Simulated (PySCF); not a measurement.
## Electron correlation in Kr¹⁹⁺ (krypton, charge +19)

[Ne] 3s2 3p5, 2P determinant. Calculation: PySCF 2.14, in an uncontracted even-tempered set (19 s from 1.7 bohr⁻², ratio 2.5; 12 p from 2.2 bohr⁻², ratio 2.5; 5 d from 12 bohr⁻², ratio 2.7; 4 f from 18 bohr⁻², ratio 2.7); the spin-free X2C one-electron Hamiltonian (Gaussian nucleus). Frozen: 1s2; 15 electrons correlated; the 22 highest virtual orbitals of each spin left out.

```csv
level,correlation energy (mhartree)
CCSD,-593.96
(T),-2.41
CCSD(T),-596.37
```

Diagnostics: T1 = 0.0013, D1 = 0.0057, largest double amplitude 0.031.

Spin-orbit coupling, absent here, splits the open shell strongly.

Cost of the coupled-cluster step: roughly 80 core-seconds, for 15 correlated electrons.

Iterations:

```
CC2 = 0
CCSD nocc = (np.int64(8), np.int64(7)), nmo = (85, 85)
frozen orbitals [[0, 86, 87, 88, 89, 90, 91, 92, 93, 94, 95, 96, 97, 98, 99, 100, 101, 102, 103, 104, 105, 106, 107], [0, 86, 87, 88, 89, 90, 91, 92, 93, 94, 95, 96, 97, 98, 99, 100, 101, 102, 103, 104, 105, 106, 107]]
max_cycle = 100
direct = 0
conv_tol = 1e-08
conv_tol_normt = 1e-06
diis_space = 8
diis_start_cycle = 0
Init t2, MP2 energy = -0.578472018891875
Init E_corr(UCCSD) = -0.578472018891994
cycle = 1  E_corr(UCCSD) = -0.590388111475192  dE = -0.0119160926  norm(t1,t2) = 0.0128696
cycle = 2  E_corr(UCCSD) = -0.593242409705133  dE = -0.00285429823  norm(t1,t2) = 0.00306549
cycle = 3  E_corr(UCCSD) = -0.593974769167011  dE = -0.000732359462  norm(t1,t2) = 0.000827622
cycle = 4  E_corr(UCCSD) = -0.593962970535403  dE = 1.17986316e-05  norm(t1,t2) = 5.57162e-05
cycle = 5  E_corr(UCCSD) = -0.593961868498885  dE = 1.10203652e-06  norm(t1,t2) = 4.47559e-06
cycle = 6  E_corr(UCCSD) = -0.593962168549023  dE = -3.00050138e-07  norm(t1,t2) = 7.44887e-07
cycle = 7  E_corr(UCCSD) = -0.593962153109567  dE = 1.54394553e-08  norm(t1,t2) = 5.29209e-08
cycle = 8  E_corr(UCCSD) = -0.593962153220315  dE = -1.10747522e-10  norm(t1,t2) = 8.32075e-09
UCCSD converged
E(UCCSD) = -2585.523298593692  E_corr = -0.593962153220315
UCCSD(T) correction = -0.0024121980546653
```

At this charge the one-electron X2C treatment keeps the bare 1/r₁₂, with no two-electron picture change or Breit term. The effect here is smaller than on the frozen 1s shell; and a scalar Hamiltonian misses the large spin-orbit splitting of the p shells, which matters for ns² → np² pairs.
